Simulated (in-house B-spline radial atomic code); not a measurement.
Configurations of La⁵⁺, with energies counted from [Kr] 4d10 5s2 5p4. All numbers are computed (scalar-relativistic (X2C) r2SCAN0, spin-polarised, spherical fractional occupations, exact exchange averaged over the configuration; Fermi nucleus of rms radius 4.855 fm) with a B-spline radial code for spherical atoms, not measured. Shells without spins written out take the highest spin.

Occupations are held fixed; configurations that lie above the ionisation limit could autoionise.

| configuration | E - E(ref) (eV) | highest orbital | its <r> (bohr) |
| --- | --- | --- | --- |
| [Kr] 4d10 5s1 5p4 5d1 | 40.317 | 5d up | 2.018 |
| [Kr] 4d10 5s2 5p3 6f1 | 55.396 | 6f up | 5.454 |
| [Kr] 4d10 5s1 5p4 6d1 | 65.239 | 6d up | 4.022 |
| [Kr] 4d10 5s1 5p4 6f1 | 74.269 | 6f up | 5.435 |
| [Ar] 3d9 4s2 4p6 4d10 4f1 5s2 5p4 | 839.7 | 4f up | 0.9577 |
| [Ar] 3d9 4s2 4p6 4d10 5s2 5p4 6f1 | 889.85 | 6f up | 5.288 |

(1) Order these further configurations by energy, lowest first.
A. [Kr] 4d9 5s2 5p4 6s1
B. [Kr] 4d9 5s2 5p4 6p1
C. [Kr] 4d9 5s2 5p5
D. [Kr] 4d10 4f1 5s1 5p4
E. [Kr] 4d9 4f1 5s2 5p4

(2) How far above the reference does [Kr] 4d10 5s2 5p3 6d1 lie?

## Answers

(1) D (31.489 eV), C (91.549 eV), E (101.9 eV), A (126.02 eV), B (132.37 eV).

(2) 46.398 eV; its least bound orbital is 6d up with <r> = 4.036 bohr.
